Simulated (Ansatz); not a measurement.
Born–Oppenheimer molecular dynamics of ClGaH$_{3}$NO (7 atoms, charge 0, multiplicity 1). It starts from a relaxed structure.

Computed with Ansatz, RKS B3LYP/def2-SVP.

```json
{"ensemble": "NVE (velocity Verlet)", "time step": "0.25 fs", "steps asked": "150", "starting velocities drawn for": "300 K", "seed": "993933"}
```

Frames 2.5 fs apart, positions in Å.

Velocities at 0 fs (Å/ps):

```
Ga 2.78 1.59 -0.18
N -2.72 -0.31 -4.40
H 11.72 -12.29 3.94
H -13.35 -13.55 -1.02
Cl 0.09 -0.60 1.69
O -8.93 -3.63 -0.08
H -14.28 -1.20 12.95
```

```xyz
7
Properties=species:S:1:pos:R:3 time_fs=0 energy_less_start_eV=0.000 T=300
Ga 0.031 -0.091 0.036
N 0.013 -0.108 1.846
H -0.834 -0.099 2.403
H 0.831 0.158 2.385
Cl 1.890 0.220 -0.999
O -1.391 -0.376 -1.003
H -2.210 -0.550 -0.521
7
Properties=species:S:1:pos:R:3 time_fs=2.5 energy_less_start_eV=0.027 T=258
Ga 0.038 -0.087 0.036
N 0.006 -0.109 1.835
H -0.812 -0.131 2.416
H 0.807 0.127 2.386
Cl 1.890 0.219 -0.995
O -1.413 -0.386 -1.002
H -2.236 -0.551 -0.493
7
Properties=species:S:1:pos:R:3 time_fs=5 energy_less_start_eV=0.047 T=227
Ga 0.044 -0.083 0.035
N -0.001 -0.110 1.823
H -0.816 -0.165 2.431
H 0.815 0.102 2.398
Cl 1.890 0.217 -0.991
O -1.436 -0.395 -1.000
H -2.232 -0.546 -0.482
7
Properties=species:S:1:pos:R:3 time_fs=7.5 energy_less_start_eV=0.083 T=172
Ga 0.049 -0.079 0.033
N -0.007 -0.111 1.816
H -0.825 -0.201 2.427
H 0.824 0.077 2.394
Cl 1.891 0.216 -0.987
O -1.455 -0.403 -0.996
H -2.236 -0.543 -0.462
7
Properties=species:S:1:pos:R:3 time_fs=10 energy_less_start_eV=0.095 T=153
Ga 0.053 -0.076 0.031
N -0.013 -0.111 1.815
H -0.826 -0.237 2.398
H 0.814 0.046 2.368
Cl 1.892 0.214 -0.983
O -1.468 -0.410 -0.991
H -2.258 -0.542 -0.427
7
Properties=species:S:1:pos:R:3 time_fs=12.5 energy_less_start_eV=0.108 T=133
Ga 0.056 -0.073 0.028
N -0.018 -0.112 1.816
H -0.841 -0.276 2.368
H 0.820 0.019 2.350
Cl 1.894 0.213 -0.980
O -1.478 -0.416 -0.982
H -2.255 -0.537 -0.406
7
Properties=species:S:1:pos:R:3 time_fs=15 energy_less_start_eV=0.117 T=119
Ga 0.057 -0.071 0.023
N -0.022 -0.111 1.816
H -0.868 -0.316 2.350
H 0.841 -0.004 2.357
Cl 1.896 0.212 -0.977
O -1.484 -0.420 -0.970
H -2.236 -0.530 -0.393
7
Properties=species:S:1:pos:R:3 time_fs=17.5 energy_less_start_eV=0.099 T=146
Ga 0.056 -0.069 0.018
N -0.026 -0.111 1.818
H -0.873 -0.351 2.332
H 0.834 -0.032 2.367
Cl 1.899 0.212 -0.975
O -1.483 -0.424 -0.957
H -2.240 -0.526 -0.360
7
Properties=species:S:1:pos:R:3 time_fs=20 energy_less_start_eV=0.082 T=173
Ga 0.053 -0.068 0.013
N -0.028 -0.110 1.820
H -0.857 -0.382 2.318
H 0.799 -0.062 2.382
Cl 1.903 0.211 -0.973
O -1.478 -0.425 -0.941
H -2.241 -0.521 -0.331
7
Properties=species:S:1:pos:R:3 time_fs=22.5 energy_less_start_eV=0.056 T=214
Ga 0.050 -0.067 0.007
N -0.031 -0.109 1.820
H -0.853 -0.418 2.319
H 0.782 -0.092 2.419
Cl 1.908 0.211 -0.972
O -1.471 -0.426 -0.923
H -2.216 -0.513 -0.322
7
Properties=species:S:1:pos:R:3 time_fs=25 energy_less_start_eV=0.067 T=197
Ga 0.045 -0.066 0.002
N -0.033 -0.107 1.820
H -0.858 -0.455 2.325
H 0.775 -0.119 2.459
Cl 1.913 0.211 -0.972
O -1.460 -0.426 -0.904
H -2.204 -0.506 -0.308
7
Properties=species:S:1:pos:R:3 time_fs=27.5 energy_less_start_eV=0.076 T=182
Ga 0.041 -0.066 -0.003
N -0.035 -0.106 1.822
H -0.848 -0.481 2.311
H 0.752 -0.139 2.467
Cl 1.918 0.211 -0.971
O -1.448 -0.425 -0.886
H -2.213 -0.501 -0.281
```

Of the whole run (38 fs, mean temperature of the second half 147 K): The conserved energy stayed within 0.019 meV per atom of its start (net change 0.011 meV per atom), so the integration is sound. A run of 0.037 ps of so small a system gives no equilibrium averages.

The run took 5.4 min on 1 thread of Intel(R) Xeon(R) 6975P-C (Granite Rapids) (shared host), peak memory 0.21 GiB.
